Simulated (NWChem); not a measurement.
**Spin states of Tl**

SMILES: [Tl]
```xyz
1

Tl     0.0000     0.0000     0.0000
```
Charge 0, spin multiplicity 2.

Program: NWChem.

Basis set: def2-TZVP. The gap is E(quartet) − E(doublet), so a negative value puts the higher spin lower. Open shells are unrestricted, coupled cluster uses restricted open-shell references. The quartet is the single determinant that the SCF runs reached, with unpaired electrons in orbitals of symmetry ag and b2u and b3u (D2h labels); it need not be the lowest quartet, which in molecules with degenerate π orbitals can need several determinants. Where the lowest doublet needs several determinants, the single determinant used here isn't a pure state and places it wrongly.

Effective core potentials replace the inner electrons of Tl; spin-orbit coupling is left out. The correlated methods keep 4 core orbitals frozen. No SCF solution was tested for a lower state. Open-shell Hartree-Fock references start from PBE0 orbitals. No row is a measurement; the coupled-cluster row has its own basis-set and correlation limits.

### Question
Order these methods by the vertical doublet-quartet gap they give, lowest first: r2SCAN, PBE, CCSD(T), HF.

### Answer
HF (99.3 kcal/mol), CCSD(T) (132.4 kcal/mol), r2SCAN (135.3 kcal/mol), PBE (143.4 kcal/mol)
